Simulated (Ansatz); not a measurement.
`[NH2][Cd][Cl]` + CH₃OH → `C[O][Cd][Cl]` + NH₃ at 298.15 K and 1 bar (ligand exchange at a Cd–N bond).

Gas-phase electronic energies from Ansatz, PBE0-D4/def2-TZVP geometries. CCSD(T)/CBS is the MP2 limit (def2-TZVPP, def2-QZVPP) plus CCSD(T) − MP2 in def2-TZVPP, frozen cores. This one scheme is used for every species. Elements past krypton have def2 core potentials. For Cd outer-core shells are correlated without core-valence functions, which leaves a few kJ/mol of doubt a bond. Each species was taken in one conformer, which may not be the lowest.

| species | CCSD(T)/CBS energy (Eh) | H − E (kJ/mol) | S (J/(mol·K)) |
| --- | --- | --- | --- |
| `[NH2][Cd][Cl]` | -683.44247 | 83.2 | 304.7 |
| CH₃OH | -115.61712 | 146.3 | 238.2 |
| `C[O][Cd][Cl]` | -742.55216 | 128.9 | 341.7 |
| NH₃ | -56.50880 | 100.5 | 192.4 |

H − E and S are ideal-gas, rigid-rotor, harmonic terms from PBE0-D4/def2-TZVP, for one conformer and one mirror image of each species. 1 Eh = 2625.50 kJ/mol, R = 8.31446 J/(mol·K).

**Question.** By hand: ΔE, ΔH, ΔS and ΔG.

**Answer.** ΔE = (-742.55216) + (-56.50880) − (-683.44247) − (-115.61712) = -0.00137 Eh = -3.6 kJ/mol. Δ(H − E) = 128.9 + 100.5 − 83.2 − 146.3 = -0.1, so ΔH = -3.7 kJ/mol. ΔS = 341.7 + 192.4 − 304.7 − 238.2 = -8.8 J/(mol·K). ΔG = -3.7 − 298.15 × (-8.8)/1000 = -1.1 kJ/mol.

**Question.** By hand: the equilibrium constant, and the temperature at which ΔG would vanish if ΔH and ΔS stayed fixed.

**Answer.** log₁₀ K = −ΔG/(RT ln 10) = 0.2. ΔG = 0 at ΔH/ΔS = 420 K, though so small a ΔH makes that figure unsure.

TΔS isn't small against ΔH here. The sign of ΔG lies within the doubt. A doubt of 5 kJ/mol in ΔE shifts log₁₀ K by 0.9 here. Other conformers and mirror images would add mixing entropy, several J/(mol·K) or more a flexible species. These are equilibria of isolated gas molecules and say nothing of rates. Largest T1 diagnostic: 0.016 (customary marks: 0.02 for closed shells, 0.045 for open ones).
